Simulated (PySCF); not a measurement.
Members of one family of related compounds. The calculation used PySCF 2.14.0, density-fitted response routines, TDDFT CAM-B3LYP/def2-SVPD, vertical, gas phase, core orbitals frozen in the response. Geometries: PBE0-D3(BJ)/def2-SVP; one conformer of each isolated species. Triplets are in the Tamm–Dancoff approximation. 'Strongest' means the level of largest summed f among the lowest 15 singlets; it needn't be the same kind of state in each. Relativistic effects are left out although some hold elements past zinc.

**Question.** Rank by computed lowest singlet excitation energy, lowest first.
A. GeH2(pyrrolidide)2 (`[H][Ge]([H])([N]1CCCC1)[N]1CCCC1`)
B. Ge(OtBu)2H2 (`[H][Ge]([H])([O]C(C)(C)C)[O]C(C)(C)C`)
C. GeH2(NHiPr)2 (`[H][Ge]([H])([NH]C(C)C)[NH]C(C)C`)
D. Ge(NMeEt)2H2 (`[H][Ge]([H])([N](C)CC)[N](C)CC`)

**Answer.** A (5.38 eV), D (5.80 eV), C (6.08 eV), B (7.24 eV).

| SMILES | S1 (eV) | strongest (eV) | α (au) | T1 (eV) | f (S1) | S1 mainly |
| --- | --- | --- | --- | --- | --- | --- |
| [H][Ge]([H])([N]1CCCC1)[N]1CCCC1 | 5.38 | 7.51 | 135.9 | 5.24 | 0.021 | H→L (84%) |
| [H][Ge]([H])([N](C)CC)[N](C)CC | 5.80 | 7.42 | 122.4 | 5.69 | 0.004 | H→L (71%) |
| [H][Ge]([H])([NH]C(C)C)[NH]C(C)C | 6.08 | 7.92 | 120.9 | 5.82 | 0.002 | H→L (39%) |
| [H][Ge]([H])([O]C(C)(C)C)[O]C(C)(C)C | 7.24 | 7.97 | 134.0 | 6.78 | 0.023 | H→L (53%) |

H and L stand for HOMO and LUMO.

- `[H][Ge]([H])([N]1CCCC1)[N]1CCCC1`: Löwdin shares by element: HOMO nitrogen 62%, carbon 9% or more (atoms not listed hold the other 29%); LUMO germanium 19%, carbon 15% or more (atoms not listed hold the other 66%).
- `[H][Ge]([H])([N](C)CC)[N](C)CC`: Löwdin shares by element: HOMO nitrogen 56%, germanium 6%, carbon 5% or more (atoms not listed hold the other 33%); LUMO germanium 26%, hydrogen 13% or more, carbon 6% or more (atoms not listed hold the other 56%).
- `[H][Ge]([H])([NH]C(C)C)[NH]C(C)C`: Löwdin shares by element: HOMO nitrogen 62%, germanium 6%, carbon 5% or more (atoms not listed hold the other 27%); LUMO germanium 28%, carbon 11% or more, hydrogen 5% or more (atoms not listed hold the other 56%).
- `[H][Ge]([H])([O]C(C)(C)C)[O]C(C)(C)C`: Löwdin shares by element: HOMO oxygen 53%, germanium 8%, carbon 7% or more (atoms not listed hold the other 32%); LUMO germanium 29%, hydrogen 26% or more (atoms not listed hold the other 45%).

Without π bonds the low states are Rydberg-like; a valence basis with one diffuse set may place them up to an eV too high.
